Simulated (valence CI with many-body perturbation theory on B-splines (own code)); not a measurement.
**Gd¹⁵⁺: calculated level list**

Computed by valence CI with perturbative core correlation (CI+MBPT): three valence electrons over a frozen Dirac-Fock core [Kr] 4d10, a basis of 8 s, 8 p, 9 d, 9 f, 6 g, 3 h, 2 i functions for each j, with the one-electron correlation potential Σ1, the two-electron term Σ2, the three-electron term Σ3, Breit, model QED; selected CI, second order for the rest (own B-spline code, finite nucleus).

No measured spectrum was set against this ion. As an estimate, terms of the open shell hold to a few per cent of their energy, and close levels can change places; configurations with another count of f electrons can be misplaced by thousands of cm⁻¹. Core correlation moves these levels by up to 36000 cm⁻¹, and in measured spectra 5 to 20 % of such shifts remained as error; rates that hang on mixing are uncertain with them.

Levels 46 to 62 of 62, with energies above the lowest level, 4f3 4I°_9/2. "Leading %" is the weight of the configuration and term that name the level; weights of strongly mixed levels are sums over their largest components and can fall short. In the jj column 3d3/2^4 stands for four electrons in 3d with j = 3/2.

```tsv
No.	Configuration	Term	J	E (cm⁻¹)	Leading %	g	Leading jj
46	4f3	2F°	7/2	77290	95	1.145	4f7/2^3 (42 %)
47	4f2 5s	2G	7/2	80137	72	0.946	4f5/2 4f7/2 5s (81 %)
48	4f2 5s	2H	11/2	81798	95	1.089	4f7/2^2 5s (67 %)
49	4f2 5s	2F	5/2	82161	90	0.880	4f5/2 4f7/2 5s (69 %)
50	4f2 5s	2G	9/2	84919	68	1.160	4f7/2^2 5s (88 %)
51	4f2 5s	2F	7/2	90376	77	1.094	4f7/2^2 5s (87 %)
52	4f3	2G°	9/2	90601	98	1.107	4f5/2 4f7/2^2 (65 %)
53	4f3	2G°	7/2	92869	98	0.893	4f5/2 4f7/2^2 (54 %)
54	4f2 5s	2D	5/2	97410	68	1.279	4f5/2 4f7/2 5s (64 %)
55	4f2 5s	2D	3/2	98170	83	0.889	4f5/2 4f7/2 5s (47 %)
56	4f2 5s	4P	1/2	101960	98	2.643	4f5/2^2 5s (53 %)
57	4f2 5s	4P	3/2	104380	90	1.659	4f5/2 4f7/2 5s (88 %)
58	4f2 5s	2I	13/2	106460	99	1.077	4f5/2 4f7/2 5s (79 %)
59	4f2 5s	2I	11/2	106560	98	0.924	4f5/2 4f7/2 5s (77 %)
60	4f2 5s	4P	5/2	108560	75	1.497	4f7/2^2 5s (82 %)
61	4f2 5s	2P	1/2	113910	98	0.696	4f5/2 4f7/2 5s (75 %)
62	4f2 5s	2P	3/2	117680	92	1.301	4f7/2^2 5s (55 %)
```

Names give the largest LS component (configuration and term), which can be under half, so a name can repeat, a term be missing and a line seem to break the LS rules; names also repeat where a configuration has a term twice.
